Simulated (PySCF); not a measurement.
# What a mistake does to a calculation on AlC2H7N cation

All numbers below are calculated, not measured. They come from PySCF 2.14.0, an open-source quantum chemistry program, on an isolated molecule that a program drew, which may never have been made. The molecule is AlC2H7N cation (charge +1, singlet), drawn as the SMILES string `C[N](C)[AlH+]`.

Each row is a Hartree-Fock (HF) and frozen-core CCSD(T) single point in the cc-pV(D+d)Z basis, meant for a local HF minimum. Run 1 is clean. Each other run has one planted mistake out of seven kinds, and not every kind appears here: one electron removed, one electron added, multiplicity raised by two, geometry at a saddle point, minimal basis STO-3G, one bond length entered in bohr, all coordinates scaled. The reference is restricted for singlets and unrestricted otherwise, and also for a bond in bohr. Adding or removing an electron swaps singlet and doublet. Electrons count all cores. HOMO and LUMO are orbital energies over both spins, the gradient is its largest component, and the lowest frequency (negative if imaginary) is given only where the gradient is small. Bond lengths are over the 10 bonds as drawn. T1 is the CCSD diagnostic: over 0.02 (restricted) or 0.045 (unrestricted) a single reference is doubtful.

Geometry of the clean run:
```xyz
11
AlC2H7N cation, angstrom
C    -0.0944    0.2616   -0.9612
N    -0.1552   -0.5129    0.2882
C    -1.5202   -0.9339    0.6401
Al    1.2176   -0.8851    1.2343
H     0.9310    0.5586   -1.1931
H    -0.6972    1.1661   -0.8721
H    -0.4701   -0.3363   -1.7924
H    -1.9346   -1.5627   -0.1488
H    -1.5303   -1.5063    1.5706
H    -2.1603   -0.0608    0.7726
H     2.4542   -1.2205    2.0876
```

| run | electrons | basis functions | <S^2> | HOMO (eV) | LUMO (eV) | gradient (hartree/bohr) | lowest frequency (cm^-1) | mean bond (Å) | longest bond (Å) | T1 | HF (hartree) | CCSD(T) (hartree) | mistake |
|---|---|---|---|---|---|---|---|---|---|---|---|---|---|
| 1 | 38 | 100 | 0.000 | -15.04 | -4.00 | 2.8e-05 | 155 | 1.2737 | 1.708 | 0.0151 | -375.93311 | -376.50351 | no fault |
| 2 | 38 | 100 | 0.934 | -15.01 | -4.89 | 3.6e-02 | - | 1.4046 | 2.780 | 0.0431 | -375.80508 | -376.34671 | one bond length entered in bohr |
| 3 | 37 | 100 | 0.763 | -24.15 | -11.64 | 7.5e-02 | - | 1.2737 | 1.708 | 0.0212 | -375.45421 | -375.98238 | one electron removed |
| 4 | 38 | 31 | 0.000 | -13.22 | 1.25 | 2.8e-02 | - | 1.2737 | 1.708 | 0.0203 | -371.50251 | -371.74704 | ? |
| 5 | 38 | 100 | 2.025 | -10.76 | -5.53 | 1.1e-01 | - | 1.2737 | 1.708 | 0.0481 | -375.82412 | -376.36525 | ? |

**Which mistake was planted in run 4, and what did it cost?**

It has 31 basis functions where the clean run has 100, with the same electrons and geometry. So the mistake is: minimal basis STO-3G. Subtracting run 1 and multiplying by 627.51 kcal/mol a hartree, the energy moved by 2780.2 kcal/mol in HF and 2984.7 kcal/mol in CCSD(T).

**Which mistake was planted in run 5, and what did it cost?**

Electrons, basis and geometry are unchanged, and <S^2> is 2.025, beside S(S+1) = 2.00 for a multiplicity of 3. So the mistake is: multiplicity raised by two. Subtracting run 1 and multiplying by 627.51 kcal/mol a hartree, the energy moved by 68.4 kcal/mol in HF and 86.8 kcal/mol in CCSD(T).

Cautions from the logs. Run 4: T1 is over the limit, so its CCSD(T) energy is less reliable; run 5: T1 is over the limit, so its CCSD(T) energy is less reliable.
